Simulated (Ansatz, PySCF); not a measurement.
Gas-phase reaction in SMILES: C=CC[Si](O)(O)O + 7 [H][H] (H2) -> 3 C (CH4) + 3 O (H2O) + [SiH4] (SiH4)
Geometries: B3LYP-D3(BJ)/def2-TZVP minima from Ansatz (a quantum-chemistry and plane-wave program), one conformer each, not searched for the lowest. Frequencies are from Ansatz or PySCF.

Property: energy of full hydrogenation (enthalpy at 298 K, with B3LYP-D3(BJ) rigid-rotor harmonic-oscillator terms), in eV. Cores are frozen in the correlated levels unless marked. No spin-orbit coupling. Non-relativistic. Basis-set limits of correlation are two-point, X^-3; Hartree-Fock from the larger set. The bracket is a focal-point correction in the basis named.

```tsv
level	program	energy of full hydrogenation (eV)
HF/6-31G	Ansatz	-1.28
BLYP-D4/def2-TZVPD	Ansatz + dftd4	0.67
PBE0/def2-TZVPD	Ansatz	-0.12
CAM-B3LYP-D4/def2-TZVPD	Ansatz + dftd4	0.30
wB97X/def2-TZVPD	Ansatz	-0.06
B2GP-PLYP-D3(BJ)/def2-TZVPD	Ansatz + dftd3	0.57
B2GP-PLYP/def2-TZVPD	Ansatz	0.42
B2PLYP-D3(BJ)/def2-TZVPD	Ansatz + dftd3	0.54
B2PLYP/def2-TZVPD	Ansatz	0.37
CCSD/STO-3G	Ansatz	-0.82
CCSD/6-31G	Ansatz	0.26
CCSD(T)/6-31G	Ansatz	0.45
CCSD(T)/cc-pV(D+d)Z	Ansatz	-0.09
RI-MP2/CBS(cc-pV(T+d)Z,cc-pV(Q+d)Z)+[CCSD(T)-MP2]/cc-pV(Q+d)Z	Ansatz	0.53
CCSD(T)/CBS(cc-pV(T+d)Z,cc-pV(Q+d)Z)	Ansatz	0.56
```
